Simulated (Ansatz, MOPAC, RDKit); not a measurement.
Species: 3-methylselanylprop-1-ene, C₄H₈Se (charge 0, singlet). SMILES: C(C=C)[Se]C

Atoms: C1, C2, C3, Se4, C5, H6, H7, H8, H9, H10, H11, H12, H13. Bonds: C1-C2, C1-H6, C1-H7, C2-C3, C2-H8, C3-Se4, C3-H9, C3-H10, Se4-C5, C5-H11, C5-H12, C5-H13.

Bond lengths (Å) and angles (degrees) optimised at UFF with RDKit; PM3 with MOPAC; PM7 with MOPAC; MNDO with MOPAC; PBE/6-31G* with LANL2DZ past Ar with Ansatz (an electronic-structure program); MP2/6-31G* with LANL2DZ past Ar with Ansatz, each started from the B3LYP-D3(BJ)/def2-TZVP structure (Ansatz) of the last column. A row stands for all coordinates that are equal there; 11 of 28 kinds are shown. 6-31G* holds six Cartesian d functions. No wavenumbers were computed at UFF, MNDO, PBE/6-31G* with LANL2DZ past Ar, MP2/6-31G* with LANL2DZ past Ar, so these may be saddle points.

```csv
coordinate,UFF,PM3,PM7,MNDO,PBE/6-31G* with LANL2DZ past Ar,MP2/6-31G* with LANL2DZ past Ar,B3LYP-D3(BJ)/def2-TZVP
C1-C2,1.336,1.329,1.335,1.343,1.344,1.339,1.328
C1-H6,1.086,1.087,1.078,1.089,1.096,1.087,1.084
C1-H7,1.085,1.086,1.078,1.089,1.094,1.085,1.082
C2-C3,1.499,1.470,1.473,1.483,1.491,1.492,1.486
C2-H8,1.086,1.099,1.092,1.097,1.098,1.089,1.086
C3-Se4,1.952,1.961,1.972,1.977,2.042,1.995,1.989
C3-H9,1.110,1.090 to 1.099,1.082 to 1.098,1.101 to 1.106,1.100,1.091,1.088
C3-H10,1.110,1.099,1.095,1.106,1.103,1.094,1.090
C1-C2-C3,121.6,123.1,123.5,126.6,124.2,124.0,124.3
C2-C3-Se4,110.3,99.6,110.1,107.8,109.6,110.3,109.4
C3-Se4-C5,92.2,102.0,99.4,100.5,96.7,96.0,97.0
```

A range marks coordinates that this level makes unequal.

Mean signed difference of all 12 bond lengths from B3LYP-D3(BJ)/def2-TZVP: UFF 0.007 Å, PM3 -0.001 Å, PM7 -0.004 Å, MNDO 0.008 Å, PBE/6-31G* with LANL2DZ past Ar 0.018 Å, MP2/6-31G* with LANL2DZ past Ar 0.005 Å.
